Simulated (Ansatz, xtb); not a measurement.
CH11NSi3: which of two isomers lies lower

Structure X is `C[SiH2]N[SiH2][SiH3]`, a singlet and structure Y is `[SiH3]C[SiH2]N[SiH3]`, a singlet. Both are isolated molecules in the gas phase, relaxed with r2SCAN-D4/def2-SVP, each in the lowest conformer that the search found.

Problem. Which of the two would you expect CCSD(T)/def2-SVP + ΔMP2/def2-TZVPP electronic energies to favour?

Solution. Structure Y; the calculation gives E(Y) − E(X) = −0.072 eV.

Level by level:

| level | geometry | E(Y) − E(X) (eV) | departure from the last row (eV) | job, with rough time for the two |
| --- | --- | --- | --- | --- |
| r2SCAN-D4/def2-SVP | r2SCAN-D4/def2-SVP | +0.020 | +0.092 | optimisation, 11 min |
| HF/def2-SVP | r2SCAN-D4/def2-SVP | −0.142 | −0.069 | part of the CCSD(T) run |
| MP2/def2-SVP | r2SCAN-D4/def2-SVP | −0.119 | −0.047 | part of the CCSD(T) run |
| CCSD(T)/def2-SVP | r2SCAN-D4/def2-SVP | −0.063 | +0.010 | single point |
| CCSD(T)/def2-SVP + ΔMP2/def2-TZVPP | r2SCAN-D4/def2-SVP | −0.072 |  | single point, 3 min |

As drawn, Y has 1 C–Si, 1 Si–H in place of 1 Si–Si, 1 C–H.

r2SCAN-D4/def2-SVP finds them nearly level. The largest departure from CCSD(T)/def2-SVP + ΔMP2/def2-TZVPP is that of r2SCAN-D4/def2-SVP, 0.092 eV. Levels run at GFN2-xTB geometries aren't shown. The last row adds to CCSD(T) the change of the MP2 difference between the two basis sets, here −0.010 eV.

With harmonic frequencies from r2SCAN-D4/def2-SVP (ideal gas, rigid rotor, one conformer each, 298.15 K, 1 atm): on the last row, ΔE + ΔZPE = −0.115 eV. A mode under 50 cm⁻¹ makes harmonic enthalpies and free energies unreliable, so none is given.

The correlated steps freeze 17 core orbitals. Programs: Ansatz 0.2.0; the last row on 2 threads of AMD EPYC (Zen 3) on a shared host.
